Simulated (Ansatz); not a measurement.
Computed with Ansatz on PBE0-D4/def2-TZVP structures; ΔE is electronic, products minus reactants. CCSD(T)/CBS adds triple-zeta CCSD(T) − MP2 to the extrapolated MP2 energy (def2 sets, frozen cores). This one scheme is used for every species. DFT in def2-TZVPP. B3LYP here is the variant with VWN-RPA as its local correlation; programs differ in this. Elements past krypton have def2 core potentials. For I outer-core shells are correlated without core-valence functions, which leaves a few kJ/mol of doubt a bond. One conformer a species, not always the lowest.

Consider the formal exchange of groups at the Si–I bond: `N[Si](F)(S)I` + SiH₄ → `N[Si](F)([SiH3])S` + HI.

| level | ΔE (kJ/mol) | difference from CCSD(T)/CBS |
| --- | --- | --- |
| PBE-D4 | 81.0 | -13.3 |
| r2SCAN-D4 | 90.7 | -3.6 |
| B3LYP-D4 | 88.6 | -5.7 |
| ωB97X-V | 87.6 | -6.7 |
| B2PLYP | 91.8 | -2.5 |
| PBE | 79.7 | -14.6 |
| r2SCAN | 90.9 | -3.4 |
| PBE0 | 84.9 | -9.4 |
| HF/def2-TZVPP | 98.3 | 4.0 |
| MP2/def2-TZVPP | 102.7 | 8.4 |
| SCS-MP2/def2-TZVPP | 98.6 | 4.3 |
| CCSD/def2-TZVPP | 87.1 | -7.2 |
| HF/def2-QZVPP | 98.9 | 4.6 |
| SCS-MP2/def2-QZVPP | 102.4 | 8.1 |
| HF/CBS(def2) | 98.9 | 4.6 |
| MP2/CBS(def2) | 109.9 | 15.6 |
| CCSD(T)/CBS | 94.3 | 0 |

Largest T1 diagnostic among the species: 0.012.

From PBE to PBE0 (25 % exact exchange), in def2-TZVPP and without D4, ΔE moves by +5.2 kJ/mol.

CCSD(T)/CBS has its own doubt, a few kJ/mol and more with outer-core shells, so smaller differences from it don't rank the levels.
